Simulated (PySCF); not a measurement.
# Relaxation of sextet PtO₂⁺

Method: PySCF, UPBE0, basis Pt def2-TZVP with ECP60, O def2-TZVP (scalar-relativistic core potentials, no spin–orbit coupling, density fitting). A (50,194) grid was used.

A hand-made linear start, of D∞h symmetry, held to at least that symmetry:

```xyz
3
charge 1 multiplicity 6, angstrom
Pt    0.0000    0.0000    0.0000
O     0.0000    0.0000    1.6562
O     0.0000    0.0000   -1.6562
```

**Question.** What does it relax to?

**Answer.** It ends at D∞h with Pt–O 1.910 Å (×2); O–Pt–O 180.0° (after a last refinement on a finer grid). A frequency run shows 3 imaginary modes, down to 193i cm⁻¹, so it is a higher-order saddle point. Other isomers or separated fragments may lie lower.

**Question.** How much energy is released, and in how many steps?

**Answer.** 262.5 kJ/mol in 5 steps.

With open d or f shells other occupations or spin states may lie lower. At this level a doublet minimum of C2v symmetry lies 169 kJ/mol below this structure. Spin–orbit coupling, left out here, can matter for elements this heavy.

The relaxation took about 110 core-seconds on a shared host.
